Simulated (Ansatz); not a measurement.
Stepwise reaction of `C[CH2][Al]([CH3])[CH3]` with hydrogen chloride, as a gas-phase model of exchange steps in deposition or etching. ΔE in kJ/mol.

Gas-phase electronic energies from Ansatz, PBE0-D4/def2-TZVP geometries. CCSD(T)/CBS is the MP2 limit (def2-TZVPP, def2-QZVPP) plus CCSD(T) − MP2 in def2-TZVPP, frozen cores. This one scheme is used for every species. DFT in def2-TZVPP. B3LYP here is the variant with VWN-RPA as its local correlation; programs differ in this. Each species was taken in one conformer, which may not be the lowest.

| step | reaction | PBE-D4 | B3LYP-D4 | ωB97M-V | CCSD(T)/CBS |
| --- | --- | --- | --- | --- | --- |
| 1 | `C[CH2][Al]([CH3])[CH3]` + HCl → `C[CH2][Al]([CH3])[Cl]` + CH₄ | -180.5 | -187.8 | -185.6 | -186.0 |
| 2 | `C[CH2][Al]([CH3])[Cl]` + HCl → `C[CH2][Al]([Cl])[Cl]` + CH₄ | -164.4 | -171.6 | -169.3 | -170.7 |

Task: By hand: ΔE of the 2 steps together at CCSD(T)/CBS.

Result: (-186.0) + (-170.7) = -356.7 kJ/mol, or -178.3 kJ/mol a step.

In ΔE each step is higher than the one before. All are downhill at CCSD(T)/CBS. PBE-D4 differs from CCSD(T)/CBS by 5.5 to 6.3 kJ/mol a step. Only this route is followed, and other bonds may react first. Isolated molecules leave out the surface, adducts and barriers. Largest T1 diagnostic: 0.009.
